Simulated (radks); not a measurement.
Species: neutral neodymium. Configuration: [Xe] 4f4 6s2.

All-electron calculation, non-relativistic Kohn-Sham, LDA (Slater exchange, Perdew-Wang correlation), spin-polarised, spherical densities, point nucleus; open shells are filled with parallel spins first (spin-orbit coupling, left out, can overturn this in heavy ions); relativity is left out, which matters for an element this heavy. Program: a radial shooting solver on a logarithmic mesh with Libxc functionals.

Energy parts (eV):
| part | energy |
|---|---|
| total | -252532.04 |
| kinetic | 252417.05 |
| electron-nucleus | -598758.89 |
| Hartree | 99479.15 |
| exchange-correlation | -5669.34 |

Orbitals (lengths in bohr, moments of r in powers of bohr; <r^-3> diverges for s and p1/2; r(90%) holds 90 % of the orbital's charge):
| orbital | occ. | eigenvalue (eV) | <r^2> | <r^-3> | <r^4> | r(90%) |
|---|---|---|---|---|---|---|
| 1s up | 1 | -41080.57 | 0.0008569 | - | 1.854e-06 | 0.0450 |
| 1s down | 1 | -41080.57 | 0.0008569 | - | 1.854e-06 | 0.0450 |
| 2s up | 1 | -6438.133 | 0.01373 | - | 0.0003182 | 0.166 |
| 2s down | 1 | -6438.081 | 0.01373 | - | 0.0003181 | 0.166 |
| 2p up | 3 | -6104.472 | 0.01024 | 7276 | 0.0002040 | 0.149 |
| 2p down | 3 | -6104.441 | 0.01024 | 7276 | 0.0002039 | 0.149 |
| 3s up | 1 | -1392.331 | 0.09063 | - | 0.01233 | 0.412 |
| 3s down | 1 | -1390.929 | 0.09054 | - | 0.01230 | 0.412 |
| 3p up | 3 | -1246.153 | 0.08536 | 1442 | 0.01143 | 0.406 |
| 3p down | 3 | -1244.861 | 0.08526 | 1444 | 0.01140 | 0.405 |
| 3d up | 5 | -972.8844 | 0.06923 | 242.8 | 0.008543 | 0.378 |
| 3d down | 5 | -971.9198 | 0.06911 | 243.2 | 0.008510 | 0.378 |
| 4s up | 1 | -273.1642 | 0.4626 | - | 0.3114 | 0.920 |
| 4s down | 1 | -270.1460 | 0.4626 | - | 0.3115 | 0.920 |
| 4p up | 3 | -217.8449 | 0.4929 | 312.8 | 0.3637 | 0.958 |
| 4p down | 3 | -214.8352 | 0.4931 | 312.6 | 0.3642 | 0.958 |
| 4d up | 5 | -120.1390 | 0.5790 | 43.66 | 0.5466 | 1.06 |
| 4d down | 5 | -117.1591 | 0.5802 | 43.59 | 0.5506 | 1.06 |
| 4f up | 4 | -5.8217 | 1.383 | 5.456 | 6.052 | 1.76 |
| 4f down | 0 | -3.2577 | 1.613 | 5.223 | 10.05 | 1.90 |
| 5s up | 1 | -36.9406 | 2.705 | - | 10.89 | 2.24 |
| 5s down | 1 | -35.3888 | 2.769 | - | 11.46 | 2.26 |
| 5p up | 3 | -22.2259 | 3.506 | 42.91 | 19.24 | 2.58 |
| 5p down | 3 | -20.9870 | 3.627 | 40.87 | 20.74 | 2.63 |
| 6s up | 1 | -3.4836 | 23.64 | - | 870.2 | 6.72 |
| 6s down | 1 | -3.3499 | 24.56 | - | 938.9 | 6.85 |

The highest occupied level is 6s down at -3.350 eV. The electron density at the nucleus is 1.531e+05 e/bohr^3. Virial ratio -V/T = 2.00046. The density falls to 0.001 e/bohr^3 at r = 5.42 bohr.

Run on one thread of a shared host, so times are rough (Arm Neoverse N1): 0.27 s of CPU time, 0.27 s wall, 14 iterations on 2728 mesh points.
